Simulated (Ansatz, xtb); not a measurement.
Reaction 2 R1 + R2 → P1, each structure at its B3LYP-D3(BJ)/def2-TZVP stationary point, reached from a drawn start (curvature not checked).
P1: H6S (SMILES [H][S]([H])([H])([H])([H])[H]), charge 0, multiplicity 1.
R1, H2 (SMILES [H][H]) (charge 0, multiplicity 1, Z-matrix in Å and degrees):
```
H
H 1 0.7440
```
R2: H2S (SMILES S), charge 0, multiplicity 1.

P less R. No zero-point or thermal terms.

Cores are frozen in the correlated methods. CBS: X⁻³ extrapolation of the correlation energy, Hartree–Fock from the larger set.

The values were computed with Ansatz (an electronic-structure program) with Gaussian orbitals; xtb for the GFN methods. Each number belongs to the level named beside it.

Problem. What is the computed reaction energy (GFN1-xTB)?

Solution. 6.16 eV

Problem. Give the reaction energy at the level CCSD(T)/cc-pV(T+d)Z.

Solution. 4.82 eV

Problem. What is the computed reaction energy (CCSD(T)/CBS(cc-pV(T+d)Z, cc-pV(Q+d)Z))?

Solution. 4.75 eV
